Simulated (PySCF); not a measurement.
## HoO at r²SCAN

Level: r²SCAN. Ho x2c-TZVPall, O x2c-TZVPall; spin-free X2C with a Gaussian nucleus (PySCF 2.14).

* state: sextet, about 10.2 electrons in the 4f shell (Mulliken), real f orbitals that mix terms
* bond length: 1.795 Å
* harmonic wavenumber: 851 cm⁻¹
* force constant: 6.23 mdyn/Å
* rotational constant Be: 0.3587 cm⁻¹
* anharmonicity ωexe: 3.21 cm⁻¹
* vibration–rotation constant αe: 0.00162 cm⁻¹
* well depth De to Ho (4f11 6s2) + O: 6.23 eV
* dissociation energy D0: 6.18 eV
* bond order (Mayer): 2.13
* dipole moment (positive dipole means Ho(−)O(+)): -4.50 D

Spin–orbit coupling is left out, which matters for elements this heavy, above all for dissociation energies. With d or f electrons several states lie close, and the lowest PBE0 determinant need not be the measured ground state.
